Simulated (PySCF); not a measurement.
Ligands exchanged one at a time, Al Br-NH2. Isolated molecules, 0 K electronic values unless said otherwise. Strings in code marks are SMILES.

Quantity: redistribution energy (mixed species minus the weighted end members), in eV.

Case: 2 of 3 Br replaced by NH2: `[NH2][Al]([NH2])[Br]`. The other species in the difference include `[Br][Al]([Br])[Br]` (neutral, multiplicity 1). Geometry of `[NH2][Al]([NH2])[Br]` (neutral, multiplicity 1, Å):

```xyz
8

N     -1.5607    -0.2969    -0.0180
Al     0.0192     0.4810     0.0055
N      1.5314    -0.4217     0.0101
Br     0.1112     2.7458     0.0311
H     -1.7204    -1.2914    -0.0307
H     -2.4352     0.2025    -0.0211
H      2.4428     0.0066     0.0230
H      1.6118    -1.4258     0.0001
```

Give the redistribution energy (mixed species minus the weighted end members) at the level BP86/6-31G* // B3LYP-D3(BJ)/def2-TZVP (PySCF).

-0.210 eV.
